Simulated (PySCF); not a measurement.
RuO3, SMILES [O]=[Ru](=[O])=[O] (connectivity only; charge and spin as stated), neutral, multiplicity 3.

The structure is a stationary point at PBE-D3(BJ)/def2-TZVP. The multiplicity is an assumed one; other spin states were not compared. The def2 effective core potentials stand for the cores of Ru; spin–orbit coupling is left out.

Level of theory: PBE-D3(BJ)/def2-TZVP (PySCF).

Frequencies are harmonic and unscaled.

Computed normal modes with their intensities:
| mode | ν (cm⁻¹) | IR (km/mol) | moving atoms (share of kinetic energy) |
|---|---|---|---|
| 1 | 116 | 25.3 | O 69 %, Ru 31 % |
| 2 | 161 | 19.4 | O 87 %, Ru 13 % |
| 3 | 294 | 1.6 | O 87 %, Ru 13 % |
| 4 | 867 | 60.5 | O 84 %, Ru 16 % |
| 5 | 904 | 223.4 | O 82 %, Ru 18 % |
| 6 | 924 | 26.1 | O 96 % |
